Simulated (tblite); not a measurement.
Compound: C14H12O.
SMILES with atom numbers: `[O:1]=[CH:2][c:3]1[cH:4][cH:5][c:6]([CH2:7][c:8]2[cH:9][cH:10][cH:11][cH:12][cH:13]2)[cH:14][cH:15]1` (hydrogens: H16 on C2; H17 on C4; H18 on C5; H19, H20 on C7; H21 on C9; H22 on C10; H23 on C11; H24 on C12; H25 on C13; H26 on C14; H27 on C15)

Computed with GFN2-xTB (tblite), gas phase: L-BFGS steps from a force-field or distance-geometry start until the largest atomic force falls under 0.01 eV/Å.

Step 0: E = -1091.6463 eV
```
atom  x, y, z in Å  |  force x, y, z in eV/Å
O1     -4.8046    0.1383    2.7167    0.350   0.978  -1.163
C2     -4.2922    0.7390    1.7742    0.113  -1.707   1.476
C3     -3.0903    0.2032    1.0870   -0.816   1.215  -0.356
C4     -2.5543    0.9375    0.0129    0.735  -0.816   0.090
C5     -1.4301    0.4344   -0.6364   -0.233   0.293  -0.057
C6     -0.8467   -0.7784   -0.2547    0.150  -0.185   0.340
C7      0.3778   -1.3075   -0.9782    0.012  -0.229   0.288
C8      1.6161   -0.4439   -0.8179   -0.050   0.180  -0.058
C9      2.1630    0.2105   -1.9289   -0.016   0.051   0.449
C10     3.2935    1.0064   -1.7840    0.118   0.029  -0.027
C11     3.8983    1.1451   -0.5418    0.133   0.045   0.336
C12     3.3632    0.4894    0.5696   -0.184  -0.014  -0.399
C13     2.2230   -0.3008    0.4386    0.264   0.322  -0.656
C14    -1.3997   -1.4942    0.8130   -0.669   0.573   0.220
C15    -2.5321   -0.9951    1.4843    1.051  -0.820  -0.360
H16    -4.6863    1.6992    1.4346   -0.020   0.162  -0.185
H17    -2.9860    1.8776   -0.2931   -0.045  -0.053   0.040
H18    -1.0052    1.0015   -1.4674   -0.058  -0.249   0.271
H19     0.6200   -2.3183   -0.6156   -0.124   0.217   0.114
H20     0.1257   -1.4276   -2.0292    0.049   0.195  -0.226
H21     1.6980    0.1226   -2.9079    0.066  -0.063   0.247
H22     3.7144    1.5198   -2.6513   -0.166  -0.187   0.293
H23     4.7943    1.7731   -0.4179   -0.541  -0.380  -0.130
H24     3.8297    0.5945    1.5414   -0.030   0.006  -0.120
H25     1.8225   -0.7995    1.3071   -0.101  -0.037  -0.051
H26    -0.9780   -2.4383    1.1442    0.007   0.207  -0.168
H27    -2.9542   -1.5619    2.3110    0.006   0.268  -0.207
```

Step 1: E = -1091.7059 eV
```
atom  x, y, z in Å  |  force x, y, z in eV/Å
O1     -4.7996    0.1523    2.7000   -1.058  -0.923   1.630
C2     -4.2906    0.7146    1.7953    0.983   1.005  -1.484
C3     -3.1019    0.2205    1.0819    0.221  -0.511   0.076
C4     -2.5438    0.9258    0.0141   -0.201   0.218   0.125
C5     -1.4334    0.4385   -0.6372    0.475  -0.522  -0.047
C6     -0.8445   -0.7810   -0.2499    0.017   0.340  -0.010
C7      0.3780   -1.3108   -0.9741   -0.053  -0.004   0.058
C8      1.6154   -0.4413   -0.8187   -0.186   0.032  -0.029
C9      2.1628    0.2112   -1.9225    0.045   0.161   0.086
C10     3.2952    1.0068   -1.7843    0.057  -0.068   0.297
C11     3.9002    1.1457   -0.5370   -0.124  -0.039  -0.124
C12     3.3606    0.4892    0.5639    0.084   0.091  -0.036
C13     2.2267   -0.2962    0.4292   -0.083  -0.035  -0.122
C14    -1.4092   -1.4860    0.8161    0.243  -0.169  -0.047
C15    -2.5171   -1.0068    1.4792   -0.405   0.667  -0.152
H16    -4.6866    1.7015    1.4320    0.186  -0.269  -0.036
H17    -2.9866    1.8768   -0.2926    0.131  -0.347   0.102
H18    -1.0060    0.9979   -1.4635   -0.012  -0.127   0.132
H19     0.6182   -2.3152   -0.6139   -0.063   0.040   0.163
H20     0.1264   -1.4248   -2.0324    0.071   0.187  -0.032
H21     1.6989    0.1217   -2.9043    0.085  -0.050   0.287
H22     3.7120    1.5171   -2.6472   -0.091  -0.103   0.142
H23     4.7866    1.7677   -0.4198   -0.253  -0.186  -0.060
H24     3.8293    0.5946    1.5397   -0.101  -0.022  -0.219
H25     1.8211   -0.8000    1.3064    0.033   0.117  -0.309
H26    -0.9779   -2.4353    1.1418   -0.055   0.321  -0.192
H27    -2.9541   -1.5580    2.3081    0.055   0.196  -0.202
```

Step 2: E = -1091.7504 eV
```
atom  x, y, z in Å  |  force x, y, z in eV/Å
O1     -4.8085    0.1462    2.7122    0.023   0.197  -0.213
C2     -4.2811    0.7195    1.7853   -0.205  -0.103   0.406
C3     -3.1020    0.2189    1.0817    0.211  -0.341  -0.001
C4     -2.5437    0.9257    0.0155    0.019   0.088  -0.004
C5     -1.4296    0.4344   -0.6378    0.157  -0.242   0.059
C6     -0.8440   -0.7783   -0.2491    0.118   0.105   0.024
C7      0.3775   -1.3114   -0.9728   -0.062   0.052  -0.012
C8      1.6135   -0.4405   -0.8191   -0.155   0.028  -0.026
C9      2.1632    0.2128   -1.9205    0.009   0.124   0.068
C10     3.2960    1.0062   -1.7816   -0.004  -0.066   0.173
C11     3.8994    1.1455   -0.5373   -0.113  -0.049  -0.069
C12     3.3609    0.4900    0.5625    0.008   0.030  -0.019
C13     2.2267   -0.2957    0.4264   -0.059  -0.023  -0.044
C14    -1.4087   -1.4861    0.8163    0.132   0.000  -0.064
C15    -2.5181   -1.0027    1.4768   -0.243   0.362  -0.071
H16    -4.6849    1.6994    1.4311    0.192  -0.245  -0.041
H17    -2.9855    1.8734   -0.2915    0.106  -0.269   0.071
H18    -1.0063    0.9961   -1.4616    0.027  -0.098   0.072
H19     0.6173   -2.3143   -0.6121   -0.055   0.009   0.165
H20     0.1272   -1.4226   -2.0333    0.070   0.171   0.017
H21     1.6999    0.1211   -2.9010    0.075  -0.038   0.240
H22     3.7107    1.5157   -2.6451   -0.073  -0.089   0.123
H23     4.7828    1.7650   -0.4207   -0.148  -0.112  -0.045
H24     3.8283    0.5944    1.5373   -0.082  -0.019  -0.176
H25     1.8211   -0.7990    1.3033    0.031   0.108  -0.290
H26    -0.9784   -2.4318    1.1396   -0.020   0.220  -0.145
H27    -2.9535   -1.5555    2.3057    0.043   0.200  -0.197
```

Problem. Estimate the geometry and energy of step 3. (The exact step hangs on the optimiser's Hessian estimate; all steps are aligned on step 2, rigid shifts and turns removed.)

Solution. E = -1091.7667 eV, largest force 0.294 eV/Å
```
atom  x, y, z in Å  |  force x, y, z in eV/Å
O1     -4.8109    0.1476    2.7124   -0.020   0.127  -0.100
C2     -4.2812    0.7189    1.7887   -0.058  -0.134   0.229
C3     -3.0991    0.2137    1.0815   -0.061   0.143  -0.074
C4     -2.5432    0.9267    0.0159    0.217  -0.199   0.004
C5     -1.4261    0.4296   -0.6371   -0.116   0.102   0.073
C6     -0.8420   -0.7760   -0.2483    0.152  -0.141   0.115
C7      0.3764   -1.3109   -0.9724   -0.016   0.029  -0.018
C8      1.6106   -0.4398   -0.8196   -0.071   0.056  -0.005
C9      2.1634    0.2152   -1.9187   -0.060   0.039   0.120
C10     3.2963    1.0050   -1.7782   -0.050  -0.034  -0.017
C11     3.8975    1.1447   -0.5383   -0.041  -0.034   0.070
C12     3.3610    0.4907    0.5617   -0.115  -0.049  -0.064
C13     2.2258   -0.2958    0.4246    0.011   0.057  -0.101
C14    -1.4068   -1.4859    0.8154   -0.080   0.233  -0.039
C15    -2.5217   -0.9963    1.4749    0.169  -0.124  -0.078
H16    -4.6815    1.6952    1.4302    0.163  -0.166  -0.053
H17    -2.9836    1.8683   -0.2901    0.042  -0.116   0.019
H18    -1.0060    0.9940   -1.4598    0.049  -0.092   0.046
H19     0.6162   -2.3138   -0.6090   -0.059   0.032   0.135
H20     0.1285   -1.4192   -2.0334    0.053   0.146   0.013
H21     1.7013    0.1203   -2.8963    0.045  -0.027   0.146
H22     3.7092    1.5138   -2.6425   -0.057  -0.079   0.109
H23     4.7792    1.7623   -0.4217   -0.076  -0.062  -0.038
H24     3.8267    0.5940    1.5339   -0.040  -0.010  -0.089
H25     1.8216   -0.7971    1.2980   -0.014   0.045  -0.176
H26    -0.9789   -2.4273    1.1367    0.028   0.088  -0.084
H27    -2.9527   -1.5516    2.3019    0.004   0.170  -0.142
```

The energy changes by -0.0163 eV. The first-order estimate −F·Δx gives -0.0254 eV and the mean of the old and new forces, exact on a quadratic surface, -0.0162 eV. The step makes an angle of 21° with the force vector and moves no atom by more than 0.008 Å.

What follows is the cost of the whole relaxation. On an Arm Neoverse V2 with one thread, shared host, this took 0.73 s wall.
